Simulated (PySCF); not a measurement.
C3H7BF2O, SMILES [C@@H](B(F)O)(F)CC.

Geometry optimised at B3LYP-D3(BJ)/def2-SVP. The structure was generated by enumeration; whether it is a known compound was not checked. One conformer was computed; it need not be the lowest.

Computed with r2SCAN/def2-TZVP in PySCF.

Isolated molecule, no solvent.

Computed frontier levels, gap, dipole moment and polarisability:
- highest occupied level = -7.48 eV
- lowest empty level = -0.21 eV
- orbital gap = 7.26 eV
- dipole moment = 3.65 D
- quadrupole, principal values (traceless, Buckingham form, about the centre of nuclear charge) = -6.26, 0.73, 5.53 D·Å
- mean static polarisability = 54.3 bohr³ (8.04 Å³)
- polarisability, principal values = 51.3, 54.0, 57.5 bohr³
